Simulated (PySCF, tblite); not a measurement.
Isomers of C4H2FN3, one GFN2-xTB conformer each. Single-point energies are computed at PBE0/pcSseg-1 (PySCF, gas phase, no added dispersion term), electronic only.

Question: Rank them by PBE0/pcSseg-1 energy, lowest first (kJ/mol).
A. `C#CC1=NNC(F)=N1`
B. `C#Cc1n[nH]nc1F`

Answer: A (0.0), B (56.9).

GFN2-xTB itself gives, in the same order: 0.0, 60.0. Both levels put the same isomer lowest.

Question: Which frontier levels, dipoles and rotational constants go with these structures?

Answer: 
```tsv
SMILES	HOMO (eV, PBE0/pcSseg-1)	LUMO (eV)	dipole (D)	A, B, C (MHz)
C#Cc1n[nH]c(F)n1	-7.55	-0.91	2.23	7300, 1353, 1141
C#Cc1n[nH]nc1F	-7.56	-1.09	1.27	3709, 1985, 1293
```

Question: What happens when harmonic zero-point energies from GFN2-xTB frequencies are added?

Answer: 
| SMILES | ZPE (kJ/mol) | electronic (kJ/mol) | with ZPE (kJ/mol) |
| --- | --- | --- | --- |
| C#Cc1n[nH]c(F)n1 | 153.7 | 0.0 | 0.0 |
| C#Cc1n[nH]nc1F | 153.7 | 56.9 | 57.0 |

The zero-point energies span 0.0 kJ/mol. The order is unchanged.
